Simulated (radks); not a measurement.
Neutral vanadium, 23 electrons, occupied as [Ar] 3d3 4s2.

Method: Dirac Kohn-Sham, BLYP, spin-unpolarised, spherical densities, finite nucleus; open shells fill j = l - 1/2 first; Fermi nuclear charge, rms radius 3.6002 fm; computed with a radial shooting solver on a logarithmic mesh with Libxc functionals.

Energy parts (hartree):
| part | energy |
|---|---|
| total | -949.30171 |
| kinetic | 959.56008 |
| electron-nucleus | -2260.71632 |
| Hartree | 397.27846 |
| exchange-correlation | -45.42393 |

Orbitals (lengths in bohr, moments of r in powers of bohr; r(90%) holds 90 % of the orbital's charge):
orbital,occ.,eigenvalue (hartree),<r^4>,<r^2>,r(90%),<r>
1s1/2,2,-197.1829,0.00009066,0.005936,0.119,0.06643
2s1/2,2,-22.13721,0.02219,0.1123,0.479,0.3082
2p1/2,2,-18.66367,0.01721,0.09142,0.448,0.2722
2p3/2,4,-18.40245,0.01781,0.09316,0.452,0.2750
3s1/2,2,-2.56850,1.759,1.039,1.42,0.9486
3p1/2,2,-1.62944,2.580,1.207,1.56,1.011
3p3/2,4,-1.59869,2.670,1.228,1.57,1.020
3d3/2,3,-0.18610,24.46,2.850,2.58,1.448
3d5/2,0,-0.18369,24.98,2.878,2.59,1.455
4s1/2,2,-0.16842,290.1,13.01,5.10,3.348

The highest occupied level is 4s1/2 at -4.583 eV. The configuration is held as typed, so some empty levels lie below it. Summed over all electrons, <r^2> = 44.77 bohr^2, which gives a Langevin (diamagnetic) susceptibility term of -35.5 x 10^-6 cm^3/mol. For comparison, the ionisation energy in NIST's Atomic Spectra Database is 6.746 eV (measured). In exact Kohn-Sham theory the highest level is minus the ionisation energy, but local and semilocal functionals leave it too shallow, through self-interaction and a potential that decays too fast; potentials with the right tail come closer. The electron density at the nucleus is 9893 e/bohr^3. The density falls to 0.001 e/bohr^3 at r = 4.73 bohr.

Beside tabulated values, note that spin-unpolarised runs miss the spin-polarisation part of the exchange energy of open shells.
